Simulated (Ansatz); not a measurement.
Relaxation of the cluster Sn₆S₁₂ with RKS PBE-D4/def2-SVP.

```sh
$ ansatz run in.yaml --threads 2 --pin off --events-out ev --progress --plain --max-ram 22528MiB --backend cuda --devices 0, --max-vram 18GiB
```

```yaml
crystal:
  periodic: [false, false, false]
  atoms:
    - {symbol: Sn, position_ang: [-0.054750, -0.953610, -0.346750]}
    - {symbol: Sn, position_ang: [-1.807380, 0.525030, -3.422980]}
    - {symbol: Sn, position_ang: [1.536850, 1.800150, 2.711860]}
    - {symbol: Sn, position_ang: [-1.126780, 1.939230, -0.143010]}
    - {symbol: Sn, position_ang: [1.631860, 1.234140, -1.810360]}
    - {symbol: Sn, position_ang: [-3.056070, 0.348640, 1.624260]}
    - {symbol: S, position_ang: [-1.760880, -0.298580, 3.655580]}
    - {symbol: S, position_ang: [-2.864700, 0.040380, -1.120030]}
    - {symbol: S, position_ang: [2.690530, -0.895940, -0.712670]}
    - {symbol: S, position_ang: [2.763580, -1.648590, 1.182870]}
    - {symbol: S, position_ang: [-0.493720, 0.392610, 2.113780]}
    - {symbol: S, position_ang: [1.302890, 2.543200, 0.356990]}
    - {symbol: S, position_ang: [-0.561090, 2.509740, -2.576030]}
    - {symbol: S, position_ang: [-2.583140, -1.630930, 0.119810]}
    - {symbol: S, position_ang: [0.981210, -2.564670, 1.410210]}
    - {symbol: S, position_ang: [0.407870, -0.689090, -3.280970]}
    - {symbol: S, position_ang: [3.055310, -0.175560, 2.572770]}
    - {symbol: S, position_ang: [-0.061600, -2.476140, -2.335310]}
basis:
  gaussian: {orbitals: def2-SVP}
hamiltonian: {xc: pbe, dispersion: d4}
scf: {lower_state_search: "off"}
output: {orbitals: {seedname: orbitals}}
relax: {f_tol: 0.03, max_steps: 70}
```

Run time 73 s (2 threads of AMD EPYC 7R13 on a shared host and a share (18 GiB) of an NVIDIA H100 80GB HBM3), peak host memory 1.1 GiB.

Positions (Å) and forces (eV/Å) at steps 1, 2, 3, 4, 5, 6, 7, 8, 9, 10, 11, 12, 13, 14, 15, 16 of 20:

```xyz
18
step=1 energy=-164931.8675 eV
Sn   -0.055   -0.954   -0.347    0.272   -1.002    0.275
Sn   -1.807    0.525   -3.423   -0.803   -0.231   -1.612
Sn    1.537    1.800    2.712    0.263    0.962    1.153
Sn   -1.127    1.939   -0.143   -0.722    2.135    0.052
Sn    1.632    1.234   -1.810    1.562    1.122   -1.086
Sn   -3.056    0.349    1.624   -2.003    0.747    1.082
S    -1.761   -0.299    3.656    0.395   -0.408    0.948
S    -2.865    0.040   -1.120   -1.399   -0.174   -0.881
S     2.691   -0.896   -0.713    0.804   -0.203   -0.783
S     2.764   -1.649    1.183    1.017   -0.883    0.224
S    -0.494    0.393    2.114    0.083   -0.735    0.904
S     1.303    2.543    0.357    0.589    0.907    0.051
S    -0.561    2.510   -2.576   -0.009    0.901   -0.501
S    -2.583   -1.631    0.120    0.054   -1.298    0.018
S     0.981   -2.565    1.410   -0.913   -0.799    0.384
S     0.408   -0.689   -3.281    0.422   -0.515   -0.912
S     3.055   -0.176    2.573    0.670    0.114    0.784
S    -0.062   -2.476   -2.335   -0.283   -0.638   -0.099
18
step=2 energy=-164933.5431 eV
Sn   -0.034   -1.044   -0.328   -0.039    0.098    0.001
Sn   -1.851    0.516   -3.542   -0.052   -0.124   -0.448
Sn    1.560    1.859    2.785    0.090    0.238    0.368
Sn   -1.184    2.127   -0.139   -0.134    0.726   -0.116
Sn    1.767    1.330   -1.900    0.421    0.393   -0.262
Sn   -3.183    0.365    1.718   -0.347   -0.119    0.499
S    -1.754   -0.333    3.734   -0.071   -0.147    0.416
S    -2.962    0.002   -1.168   -0.525    0.089   -0.233
S     2.759   -0.922   -0.736    0.457   -0.175   -0.407
S     2.802   -1.697    1.199    0.327   -0.199    0.059
S    -0.497    0.353    2.186   -0.165   -0.157    0.158
S     1.346    2.613    0.364    0.033    0.302   -0.137
S    -0.571    2.558   -2.631    0.024    0.129   -0.182
S    -2.608   -1.669    0.115   -0.141   -0.160    0.155
S     0.972   -2.618    1.445   -0.181   -0.565    0.293
S     0.422   -0.736   -3.347    0.120   -0.108   -0.331
S     3.094   -0.187    2.610    0.304    0.101    0.440
S    -0.079   -2.517   -2.363   -0.121   -0.322   -0.274
18
step=3 energy=-164933.9597 eV
Sn   -0.023   -1.059   -0.348   -0.146   -0.077    0.052
Sn   -1.845    0.472   -3.592    0.134   -0.067   -0.078
Sn    1.545    1.868    2.811    0.007    0.047    0.091
Sn   -1.211    2.249   -0.181   -0.057    0.653   -0.181
Sn    1.855    1.364   -1.940    0.302    0.194   -0.077
Sn   -3.293    0.339    1.860    0.206   -0.358    0.364
S    -1.790   -0.361    3.861   -0.137   -0.032    0.055
S    -3.065    0.035   -1.175   -0.110   -0.080   -0.066
S     2.851   -0.982   -0.799    0.114    0.004    0.047
S     2.842   -1.679    1.195    0.205   -0.275   -0.032
S    -0.563    0.317    2.269   -0.151   -0.006   -0.039
S     1.352    2.654    0.352   -0.005   -0.017   -0.036
S    -0.542    2.556   -2.694   -0.064   -0.057   -0.028
S    -2.645   -1.629    0.130   -0.170    0.192    0.044
S     1.007   -2.656    1.422    0.086   -0.138    0.142
S     0.471   -0.769   -3.421   -0.043    0.028   -0.139
S     3.139   -0.187    2.665   -0.073    0.135   -0.001
S    -0.085   -2.530   -2.416   -0.095   -0.143   -0.117
18
step=4 energy=-164934.0730 eV
Sn   -0.042   -1.100   -0.343    0.012    0.140    0.048
Sn   -1.814    0.449   -3.607    0.108   -0.073    0.050
Sn    1.515    1.881    2.809    0.017   -0.133   -0.061
Sn   -1.245    2.436   -0.231    0.061    0.069   -0.152
Sn    1.926    1.394   -1.965   -0.050   -0.085    0.180
Sn   -3.323    0.263    1.968    0.364   -0.135    0.040
S    -1.786   -0.394    3.938   -0.043   -0.030   -0.052
S    -3.101    0.060   -1.179    0.132    0.012    0.196
S     2.890   -0.999   -0.798    0.054    0.033    0.013
S     2.889   -1.714    1.198   -0.201    0.012   -0.136
S    -0.607    0.299    2.300   -0.216    0.117   -0.174
S     1.344    2.678    0.331   -0.150   -0.107   -0.077
S    -0.512    2.563   -2.742    0.003   -0.093    0.130
S    -2.693   -1.604    0.135   -0.167    0.195   -0.045
S     1.046   -2.695    1.428    0.192   -0.119    0.087
S     0.500   -0.791   -3.446   -0.024    0.090    0.025
S     3.123   -0.178    2.652   -0.046    0.159    0.035
S    -0.109   -2.547   -2.447   -0.048   -0.052   -0.109
18
step=5 energy=-164934.1337 eV
Sn   -0.033   -1.134   -0.332    0.017    0.097    0.034
Sn   -1.788    0.435   -3.583    0.004   -0.084   -0.036
Sn    1.488    1.874    2.789    0.038   -0.075    0.030
Sn   -1.272    2.514   -0.250    0.002    0.111   -0.109
Sn    1.931    1.386   -1.948   -0.021   -0.132    0.129
Sn   -3.313    0.236    1.992    0.035    0.042    0.043
S    -1.777   -0.408    3.941    0.076   -0.051   -0.034
S    -3.076    0.113   -1.143    0.168   -0.009    0.180
S     2.915   -1.002   -0.811   -0.027    0.029    0.057
S     2.882   -1.713    1.184    0.002   -0.105   -0.062
S    -0.642    0.316    2.275   -0.045    0.042   -0.090
S     1.311    2.680    0.319   -0.110   -0.119   -0.060
S    -0.500    2.558   -2.743   -0.009   -0.049    0.101
S    -2.708   -1.577    0.138   -0.135    0.040   -0.127
S     1.078   -2.752    1.433    0.119    0.059   -0.026
S     0.514   -0.798   -3.436    0.019    0.060    0.060
S     3.104   -0.165    2.634   -0.090    0.156    0.013
S    -0.113   -2.563   -2.459   -0.045   -0.013   -0.101
18
step=6 energy=-164934.2081 eV
Sn   -0.028   -1.173   -0.337    0.111    0.005    0.051
Sn   -1.762    0.393   -3.572   -0.112   -0.043   -0.033
Sn    1.445    1.867    2.786    0.005   -0.051    0.033
Sn   -1.354    2.689   -0.282    0.098   -0.112   -0.148
Sn    1.924    1.334   -1.892   -0.043   -0.114    0.052
Sn   -3.297    0.207    2.030   -0.454    0.250    0.078
S    -1.730   -0.440    3.923    0.223   -0.083   -0.100
S    -2.986    0.222   -1.066    0.221    0.032    0.107
S     2.963   -1.032   -0.802    0.041   -0.022    0.037
S     2.927   -1.733    1.191   -0.152   -0.042   -0.080
S    -0.686    0.351    2.206    0.241    0.036    0.139
S     1.224    2.657    0.319   -0.158   -0.075   -0.005
S    -0.496    2.526   -2.739   -0.089    0.041    0.102
S    -2.745   -1.539    0.135   -0.044   -0.070   -0.222
S     1.146   -2.808    1.422    0.083    0.133   -0.043
S     0.535   -0.808   -3.437    0.106   -0.041    0.066
S     3.072   -0.133    2.618   -0.032    0.093    0.036
S    -0.150   -2.581   -2.503   -0.047    0.064   -0.068
18
step=7 energy=-164934.3145 eV
Sn   -0.012   -1.157   -0.290   -0.034   -0.011   -0.083
Sn   -1.749    0.316   -3.606    0.007   -0.043    0.059
Sn    1.426    1.865    2.831    0.006    0.010   -0.101
Sn   -1.411    2.702   -0.312    0.187    0.050   -0.136
Sn    1.892    1.256   -1.868    0.031    0.104   -0.026
Sn   -3.326    0.242    2.071   -0.240    0.085    0.097
S    -1.680   -0.548    3.850    0.065   -0.107   -0.128
S    -2.823    0.330   -1.026    0.120   -0.177    0.017
S     3.024   -1.059   -0.805    0.064   -0.129    0.109
S     2.944   -1.720    1.195    0.048    0.009   -0.070
S    -0.695    0.382    2.182    0.144    0.068    0.180
S     1.151    2.567    0.336   -0.191   -0.007    0.092
S    -0.546    2.492   -2.764   -0.177    0.063    0.147
S    -2.787   -1.488    0.127    0.072    0.178   -0.122
S     1.176   -2.795    1.433   -0.023    0.030    0.010
S     0.595   -0.800   -3.449    0.049   -0.140   -0.026
S     3.079   -0.089    2.607   -0.024    0.024    0.049
S    -0.257   -2.497   -2.512   -0.105   -0.009   -0.069
18
step=8 energy=-164934.3932 eV
Sn   -0.011   -1.148   -0.302   -0.105    0.037    0.018
Sn   -1.684    0.223   -3.610   -0.096   -0.059    0.075
Sn    1.415    1.873    2.852    0.006    0.076   -0.094
Sn   -1.470    2.780   -0.330    0.283    0.167   -0.060
Sn    1.857    1.204   -1.845   -0.037    0.181   -0.004
Sn   -3.355    0.273    2.132    0.056   -0.110    0.131
S    -1.638   -0.692    3.774   -0.010    0.049   -0.289
S    -2.650    0.419   -0.993   -0.043   -0.468   -0.211
S     3.084   -1.090   -0.808    0.042   -0.073    0.171
S     2.959   -1.703    1.200    0.118   -0.010   -0.064
S    -0.708    0.422    2.179   -0.004   -0.076    0.170
S     1.066    2.517    0.350   -0.097   -0.006    0.111
S    -0.614    2.482   -2.765   -0.104   -0.004    0.176
S    -2.804   -1.418    0.142    0.089    0.363   -0.032
S     1.191   -2.770    1.424   -0.064   -0.025    0.059
S     0.682   -0.857   -3.460    0.012   -0.283   -0.071
S     3.081   -0.053    2.614   -0.029   -0.024   -0.027
S    -0.402   -2.462   -2.555   -0.018    0.265   -0.060
18
step=9 energy=-164934.4610 eV
Sn   -0.018   -1.088   -0.277   -0.061    0.108    0.065
Sn   -1.642    0.132   -3.668   -0.192   -0.089   -0.101
Sn    1.432    1.888    2.872    0.072    0.056   -0.107
Sn   -1.489    2.775   -0.341    0.113    0.364    0.025
Sn    1.810    1.179   -1.832   -0.039    0.168   -0.037
Sn   -3.353    0.291    2.192    0.274   -0.200    0.163
S    -1.591   -0.828    3.714   -0.064    0.243   -0.415
S    -2.546    0.433   -1.063   -0.138   -0.453   -0.041
S     3.112   -1.092   -0.770    0.108   -0.121    0.137
S     2.975   -1.720    1.226   -0.059    0.199   -0.155
S    -0.692    0.447    2.211   -0.198   -0.229    0.141
S     1.022    2.487    0.374   -0.013    0.015    0.129
S    -0.683    2.441   -2.770    0.059    0.017    0.191
S    -2.796   -1.340    0.162    0.062    0.281   -0.058
S     1.169   -2.726    1.446   -0.075   -0.124    0.056
S     0.758   -0.899   -3.526   -0.156   -0.457    0.184
S     3.084   -0.042    2.614    0.065   -0.051    0.068
S    -0.552   -2.339   -2.563    0.241    0.273   -0.246
18
step=10 energy=-164934.4844 eV
Sn   -0.010   -1.032   -0.289   -0.264    0.004    0.124
Sn   -1.644    0.042   -3.735   -0.103    0.003    0.012
Sn    1.464    1.890    2.866    0.039    0.143    0.081
Sn   -1.530    2.877   -0.328    0.086   -0.060   -0.140
Sn    1.787    1.186   -1.805   -0.144    0.104   -0.121
Sn   -3.308    0.279    2.235    0.198   -0.171    0.078
S    -1.524   -0.927    3.638   -0.018    0.244   -0.349
S    -2.484    0.472   -1.126    0.013   -0.180    0.115
S     3.142   -1.088   -0.749   -0.009   -0.019    0.255
S     2.922   -1.694    1.239    0.279   -0.156   -0.044
S    -0.654    0.434    2.195   -0.167   -0.212    0.156
S     0.968    2.498    0.394    0.076    0.034    0.092
S    -0.736    2.353   -2.724    0.165    0.284   -0.029
S    -2.770   -1.257    0.142   -0.111   -0.001    0.090
S     1.115   -2.713    1.455   -0.069    0.140   -0.092
S     0.782   -0.956   -3.518   -0.205   -0.346    0.093
S     3.103   -0.054    2.672   -0.103   -0.014   -0.130
S    -0.622   -2.309   -2.562    0.337    0.202   -0.191
18
step=11 energy=-164934.5361 eV
Sn   -0.079   -1.003   -0.290    0.163   -0.014    0.045
Sn   -1.655    0.046   -3.737    0.077   -0.100    0.069
Sn    1.485    1.910    2.870    0.066   -0.036    0.020
Sn   -1.495    2.895   -0.358    0.009   -0.091   -0.088
Sn    1.762    1.210   -1.820   -0.072   -0.051   -0.023
Sn   -3.284    0.241    2.250    0.036    0.038    0.073
S    -1.498   -0.962    3.601    0.077    0.055   -0.119
S    -2.496    0.440   -1.115   -0.090    0.131    0.003
S     3.142   -1.053   -0.699    0.107   -0.103    0.176
S     2.945   -1.727    1.267   -0.265    0.203   -0.304
S    -0.629    0.419    2.199   -0.225   -0.060    0.068
S     0.994    2.526    0.404   -0.007    0.049    0.005
S    -0.710    2.382   -2.753    0.066    0.091    0.054
S    -2.819   -1.281    0.145    0.019   -0.042   -0.002
S     1.083   -2.664    1.442    0.088   -0.101    0.076
S     0.774   -0.993   -3.520   -0.168   -0.074   -0.004
S     3.096   -0.065    2.676    0.023    0.017    0.070
S    -0.615   -2.320   -2.563    0.097    0.088   -0.119
18
step=12 energy=-164934.5509 eV
Sn   -0.070   -1.024   -0.271    0.046   -0.040    0.004
Sn   -1.643    0.056   -3.702   -0.005   -0.071   -0.030
Sn    1.475    1.914    2.873    0.038   -0.003   -0.002
Sn   -1.476    2.884   -0.381   -0.021    0.025    0.000
Sn    1.746    1.199   -1.831    0.036    0.006   -0.049
Sn   -3.299    0.239    2.271   -0.007    0.035    0.057
S    -1.502   -0.967    3.597    0.068    0.009   -0.036
S    -2.515    0.440   -1.086   -0.080    0.037   -0.030
S     3.167   -1.048   -0.717   -0.091   -0.083    0.246
S     2.912   -1.704    1.243    0.160   -0.008   -0.133
S    -0.655    0.427    2.204   -0.091   -0.039    0.008
S     1.007    2.531    0.400    0.001   -0.001    0.022
S    -0.682    2.422   -2.777    0.008   -0.064    0.090
S    -2.821   -1.289    0.169    0.110    0.045   -0.101
S     1.083   -2.698    1.453   -0.014    0.092   -0.089
S     0.775   -0.999   -3.547   -0.091    0.003    0.058
S     3.082   -0.059    2.671   -0.069    0.027    0.014
S    -0.586   -2.324   -2.569    0.004    0.029   -0.027
18
step=13 energy=-164934.5255 eV rejected
Sn   -0.063   -0.964   -0.347    0.030    0.026    0.103
Sn   -1.704   -0.001   -3.708   -0.010    0.147    0.043
Sn    1.472    1.943    2.872   -0.091    0.097   -0.072
Sn   -1.454    2.909   -0.439    0.109   -0.049    0.003
Sn    1.771    1.196   -1.867   -0.193    0.019    0.039
Sn   -3.261    0.180    2.396    0.010   -0.177   -0.130
S    -1.366   -1.062    3.551   -0.105   -0.043    0.069
S    -2.628    0.497   -1.089   -0.025   -0.215    0.106
S     3.254   -0.985   -0.548    0.240    0.148   -0.593
S     2.892   -1.697    1.284   -0.083   -0.145    0.476
S    -0.668    0.432    2.211    0.261    0.149   -0.215
S     1.031    2.539    0.374   -0.036   -0.009    0.040
S    -0.586    2.356   -2.787   -0.027    0.036   -0.087
S    -2.704   -1.257    0.170   -0.270    0.196    0.019
S     1.012   -2.650    1.328   -0.056   -0.140    0.076
S     0.704   -1.034   -3.591    0.211    0.028   -0.188
S     2.962   -0.079    2.790    0.082   -0.083    0.093
S    -0.665   -2.324   -2.600   -0.049    0.015    0.219
18
step=14 energy=-164934.5774 eV
Sn   -0.066   -0.995   -0.291    0.040    0.011    0.002
Sn   -1.675    0.028   -3.709   -0.008    0.020    0.010
Sn    1.481    1.929    2.873   -0.010    0.015   -0.025
Sn   -1.472    2.894   -0.403    0.010   -0.008    0.012
Sn    1.740    1.192   -1.842   -0.048   -0.002   -0.017
Sn   -3.275    0.213    2.314   -0.024   -0.041   -0.002
S    -1.427   -1.010    3.554   -0.014   -0.015    0.011
S    -2.578    0.471   -1.098   -0.034   -0.054    0.043
S     3.217   -1.027   -0.635    0.032   -0.016   -0.008
S     2.919   -1.708    1.273    0.017    0.011   -0.013
S    -0.651    0.438    2.187    0.041    0.027   -0.034
S     1.010    2.533    0.395    0.003    0.015    0.016
S    -0.647    2.386   -2.775    0.018    0.009   -0.022
S    -2.780   -1.268    0.158   -0.007    0.074   -0.029
S     1.059   -2.677    1.400   -0.031   -0.023    0.000
S     0.742   -1.014   -3.570    0.025   -0.010   -0.007
S     3.033   -0.074    2.740   -0.004   -0.010    0.030
S    -0.630   -2.309   -2.570   -0.007   -0.003    0.032
18
step=15 energy=-164934.5808 eV
Sn   -0.060   -0.984   -0.294    0.031   -0.004    0.007
Sn   -1.681    0.024   -3.702   -0.006    0.036    0.006
Sn    1.481    1.935    2.870   -0.012    0.010   -0.017
Sn   -1.467    2.898   -0.413    0.010   -0.008    0.019
Sn    1.732    1.190   -1.848   -0.034   -0.002   -0.013
Sn   -3.273    0.198    2.328   -0.017   -0.042   -0.011
S    -1.407   -1.027    3.539   -0.018   -0.009    0.015
S    -2.600    0.480   -1.096   -0.025   -0.055    0.043
S     3.239   -1.023   -0.616    0.027    0.005   -0.051
S     2.919   -1.708    1.278    0.012   -0.003    0.040
S    -0.651    0.439    2.181    0.042    0.039   -0.030
S     1.013    2.539    0.391    0.002    0.012    0.012
S    -0.634    2.385   -2.782    0.007    0.001   -0.034
S    -2.770   -1.260    0.156   -0.013    0.062   -0.023
S     1.051   -2.674    1.385   -0.029   -0.022   -0.007
S     0.734   -1.024   -3.572    0.044    0.000   -0.026
S     3.016   -0.080    2.758    0.000   -0.012    0.020
S    -0.639   -2.308   -2.563   -0.020   -0.006    0.051
18
step=16 energy=-164934.5848 eV
Sn   -0.045   -0.971   -0.292    0.005   -0.010    0.002
Sn   -1.690    0.025   -3.692    0.000    0.036    0.007
Sn    1.481    1.943    2.863   -0.006   -0.001   -0.001
Sn   -1.460    2.901   -0.428    0.001   -0.008    0.021
Sn    1.715    1.186   -1.860    0.008   -0.002   -0.003
Sn   -3.273    0.172    2.344    0.001   -0.036   -0.021
S    -1.381   -1.046    3.516   -0.012    0.015    0.010
S    -2.639    0.491   -1.091   -0.016   -0.026    0.027
S     3.272   -1.020   -0.591    0.007    0.017   -0.051
S     2.923   -1.712    1.286    0.004   -0.003    0.064
S    -0.652    0.448    2.169    0.017    0.028   -0.003
S     1.018    2.550    0.386    0.001    0.009    0.000
S    -0.616    2.387   -2.797   -0.009   -0.009   -0.029
S    -2.757   -1.250    0.151    0.001    0.026   -0.008
S     1.044   -2.677    1.362   -0.013   -0.013   -0.010
S     0.724   -1.037   -3.575    0.030   -0.009   -0.026
S     2.990   -0.092    2.788   -0.004   -0.017   -0.013
S    -0.653   -2.299   -2.541   -0.015    0.002    0.032
```

In the def2 sets Sn takes a core potential; there is no spin–orbit coupling. Another isomer (singlet) lies 2.73 eV lower at PBE0-D4/def2-TZVP; other spin states weren't run for this one.
